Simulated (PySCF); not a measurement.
PySCF input for C4H3F, SMILES C#C/C=C\F, PBE/pcSseg-1. The structure is a stationary point at B3LYP-D3(BJ)/def2-SVP. The structure was generated by enumeration; whether it is a known compound was not checked.

```python
import numpy as np
from pyscf import gto, scf, dft
from pyscf.prop.nmr import rks as nmr

mol = gto.M(
    atom='''
    C     0.41475215   -2.21816678   -0.00000000
    C    -0.18842613   -1.16456330    0.00000000
    C    -0.92382190    0.05154019    0.00000000
    C    -0.37512488    1.27510018   -0.00000000
    F     0.93879852    1.47521519    0.00000000
    H     0.95557586   -3.14544230   -0.00000000
    H    -2.01720824    0.00083282    0.00000000
    H    -0.95182973    2.20421103    0.00000000
    ''',
    basis='pcSseg-1',
    charge=0,
    spin=0,
    max_memory=1600,
    verbose=3,
)
mf = dft.RKS(mol, xc='pbe')
mf.grids.level = 3
mf.conv_tol = 1e-10
mf.max_cycle = 100
mf.kernel()
n = nmr.NMR(mf)
n.verbose = 2
n.max_cycle_cphf = 60
sigma = n.kernel()
print('atom   isotropic/ppm   span/ppm')
for i, s in enumerate(sigma):
    w = np.linalg.eigvalsh((s + s.T) / 2)
    print(f'{mol.atom_symbol(i):2s}{i + 1:3d} {w.mean():14.3f} {w[2] - w[0]:11.3f}')
```

It prints:

```
converged SCF energy = -253.658054533091
atom   isotropic/ppm   span/ppm
C   1         88.479     169.515
C   2        101.027     287.660
C   3         84.533     154.535
C   4         11.309     166.879
F   5        240.701     293.728
H   6         28.018      10.396
H   7         26.378       4.677
H   8         24.369       4.250
```

The run converged.

Cost: about 15 core-seconds (a rough figure).
